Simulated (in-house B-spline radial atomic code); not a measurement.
N IV (N3+): [He] 2s1 3d1 (an excited or competing configuration)

Computed with a radial B-spline atomic code at the basis-set limit: Dirac-Hartree-Fock, average of configuration, Fermi nucleus of rms radius 2.5582 fm.

Z_r = [3n² - l(l+1)]/(2<r>); Z_e = n√(-2ε); the last column is Slater's effective charge. Values are occupation-weighted means over j.

| shell | electrons | ε (eV) | <r> (bohr) | Z_r | Z_e | Slater |
| --- | --- | --- | --- | --- | --- | --- |
| 1s | 2 | -509.06 | 0.2268 | 6.62 | 6.12 | 6.70 |
| 2s | 1 | -85.752 | 1.061 | 5.66 | 5.02 | 5.30 |
| 3d | 1 | -24.767 | 2.529 | 4.15 | 4.05 | 4.00 |

The least bound orbital is 3d5/2 at -24.77 eV, and it is also the most diffuse (<r> = 2.529 bohr).

Spin-orbit splittings of the orbital energies (j = l + 1/2 above j = l - 1/2 when positive): 3d 0.001451 eV.

For the 1s electron the small component carries 0.0594 % of the norm, the zero-frequency Breit interaction raises the level by 0.1113 eV, self-energy by 0.03994 eV, and vacuum polarisation lowers it by 0.001854 eV.

The density falls to 0.001 bohr⁻³ at 3.653 bohr; Σ<r²> = 8.8006 bohr² gives, by the non-relativistic formula and without the paramagnetism of open shells, a Langevin diamagnetic susceptibility of -6.97×10⁻⁶ cm³/mol.
